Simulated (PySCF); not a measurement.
**C9H12O: calculation and literature**

Atoms are numbered as in `[CH3:1][CH:2]([CH3:3])[O:4][c:5]1[cH:6][cH:7][cH:8][cH:9][cH:10]1`; H(Xn) means a hydrogen on atom n.

What is known from experiment: δ 1H H(C2) 4.51; H(C1)/H(C3) 1.31 ppm (measured; solution, not stated per compound (mostly CDCl3 or CCl4); Pretsch, Buehlmann, Badertscher, Structure Determination of Organic Compounds, 4th ed. (2009)).

Theoretical values (PySCF 2.14): NMR shieldings at PBE0/pcSseg-1/GIAO, PBE0-D3(BJ)/def2-SVP geometry. No relativistic terms, a single conformation, fast rotation and ring inversion assumed for equivalent nuclei, in vacuum.

(1) What does the calculation give, and how does it compare?

(2) How far are the unscaled 1H shifts from the references?

Answers

(1) 
Reference values: measured (solution, not stated per compound (mostly CDCl3 or CCl4); Pretsch, Buehlmann, Badertscher, Structure Determination of Organic Compounds, 4th ed. (2009)).
```tsv
atoms	quantity	reference	computed	computed, scaled
H(C2)	δ 1H	4.51	4.16	4.16
H(C1)/H(C3)	δ 1H	1.31	1.29	1.43
```

Computed shifts are σ(ref) − σ with the named reference compound (TMS for H and C) calculated as an isolated molecule at the same level. The measured values may be among those fitted. Scaled to experiment by linear calibration (H and C: mostly CDCl3 data, vs TMS): 1H (scatter 0.21 ppm rms, 0.22 ppm with the 3 outliers that the fit left out). A few per cent of atoms miss by over 2 rms, more outside the fitted compound classes.

(2) Mean signed difference -0.18 ppm, mean absolute 0.18 ppm over 2 comparisons; the largest is -0.35 ppm at H(C2) (hydrogen on an sp3 CH bonded to O).

2 of the 4 published NMR values on file for this molecule are compared.
